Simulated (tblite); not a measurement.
Compound: C6H11BrOSi.
SMILES with atom numbers: `[CH2:1]=[CH:2][CH2:3][C@H:4]([Br:5])[SiH2:6][C:7]([CH3:8])=[O:9]` (hydrogens: H10, H11 on C1; H12 on C2; H13, H14 on C3; H15 on C4; H16, H17 on Si6; H18, H19, H20 on C8)

Computed with GFN2-xTB (tblite), gas phase: L-BFGS steps from a force-field or distance-geometry start until the largest atomic force falls under 0.01 eV/Å.

At the end of the run (lengths in Å): C4–Si6 1.906, Si6–H16 1.464, Si6–C7 1.929, Si6–H17 1.464, C2–C3 1.496, C3–H13 1.093, C4–Br5 1.980, Si6–C7–O9 121.2°, C4–Si6–C7 107.8°, C2–C3–C4 111.5°, C8–C7–O9 122.5°, C1–C2–C3–C4 112°, C2–C3–C4–Br5 -63°, C3–C4–Si6–C7 -60°, H16–Si6–C4–C3 -179°, H15–C4–C3–C2 51°.

Problem. These geometries were met on the way; a selection of coordinates is given. Order them by energy above the end point, lowest first.
A. C4–Si6 1.865, Si6–H16 1.501, Si6–C7 1.893, Si6–H17 1.496, C2–C3 1.519, C3–H13 1.112, C4–Br5 1.996, Si6–C7–O9 117.0°, C4–Si6–C7 110.9°, C2–C3–C4 113.8°, C8–C7–O9 124.7°, C1–C2–C3–C4 119°, C2–C3–C4–Br5 -72°, C3–C4–Si6–C7 -66°, H16–Si6–C4–C3 172°, H15–C4–C3–C2 43°
B. C4–Si6 1.906, Si6–H16 1.463, Si6–C7 1.930, Si6–H17 1.465, C2–C3 1.496, C3–H13 1.094, C4–Br5 1.982, Si6–C7–O9 121.0°, C4–Si6–C7 107.3°, C2–C3–C4 111.6°, C8–C7–O9 122.6°, C1–C2–C3–C4 118°, C2–C3–C4–Br5 -68°, C3–C4–Si6–C7 -66°, H16–Si6–C4–C3 176°, H15–C4–C3–C2 45°
C. C4–Si6 1.915, Si6–H16 1.455, Si6–C7 1.921, Si6–H17 1.452, C2–C3 1.500, C3–H13 1.093, C4–Br5 1.981, Si6–C7–O9 119.7°, C4–Si6–C7 108.0°, C2–C3–C4 113.0°, C8–C7–O9 123.0°, C1–C2–C3–C4 119°, C2–C3–C4–Br5 -71°, C3–C4–Si6–C7 -66°, H16–Si6–C4–C3 174°, H15–C4–C3–C2 44°
D. C4–Si6 1.893, Si6–H16 1.478, Si6–C7 1.909, Si6–H17 1.473, C2–C3 1.509, C3–H13 1.100, C4–Br5 1.989, Si6–C7–O9 118.3°, C4–Si6–C7 109.4°, C2–C3–C4 113.1°, C8–C7–O9 124.4°, C1–C2–C3–C4 119°, C2–C3–C4–Br5 -72°, C3–C4–Si6–C7 -66°, H16–Si6–C4–C3 173°, H15–C4–C3–C2 43°
E. C4–Si6 1.913, Si6–H16 1.466, Si6–C7 1.931, Si6–H17 1.466, C2–C3 1.500, C3–H13 1.091, C4–Br5 1.978, Si6–C7–O9 120.5°, C4–Si6–C7 107.5°, C2–C3–C4 112.9°, C8–C7–O9 122.1°, C1–C2–C3–C4 119°, C2–C3–C4–Br5 -70°, C3–C4–Si6–C7 -67°, H16–Si6–C4–C3 175°, H15–C4–C3–C2 43°

Solution. B (0.013 eV), E (0.022 eV), C (0.038 eV), D (0.076 eV), A (0.154 eV).

```json
{"step": "21", "E above end (eV)": "0.013", "rms distance from the end, all atoms (Å)": "0.148", "largest force (eV/Å)": "0.057", "rms shift of all bonds from the end (Å)": "0.001"}
{"step": "8", "E above end (eV)": "0.022", "rms distance from the end, all atoms (Å)": "0.165", "largest force (eV/Å)": "0.142", "rms shift of all bonds from the end (Å)": "0.002"}
{"step": "3", "E above end (eV)": "0.038", "rms distance from the end, all atoms (Å)": "0.169", "largest force (eV/Å)": "0.261", "rms shift of all bonds from the end (Å)": "0.005"}
{"step": "1", "E above end (eV)": "0.076", "rms distance from the end, all atoms (Å)": "0.170", "largest force (eV/Å)": "0.872", "rms shift of all bonds from the end (Å)": "0.009"}
{"step": "0", "E above end (eV)": "0.154", "rms distance from the end, all atoms (Å)": "0.171", "largest force (eV/Å)": "1.893", "rms shift of all bonds from the end (Å)": "0.019"}
```

Rows stand in the order of the answer.
